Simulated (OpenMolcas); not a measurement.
**How basis sets differ on C2H5BClF (SMILES BC(F)CCl)**

The species is C2H5BClF (10 atoms), meant as a singlet with charge 0. As SMILES, `BC(F)CCl`. The shape is that of a PBE0-D4/def2-TZVP optimisation. This is one conformer, not always the lowest.

Each level gives the HOMO–LUMO gap (eV). The values are calculated.

```csv
level,kind,program,value (eV)
HF/ANO-RCC-MB (DKH2),Hartree–Fock,OpenMolcas,13.69
HF/STO-3G,Hartree–Fock,OpenMolcas,15.98
HF/3-21G,Hartree–Fock,OpenMolcas,13.65
HF/def2-SVP,Hartree–Fock,OpenMolcas,13.42
```

The values span 13.42 to 15.98 eV. A Hartree–Fock LUMO above zero doesn't converge with the basis: it sinks as sets grow more diffuse. Orbital gaps aren't excitation energies.
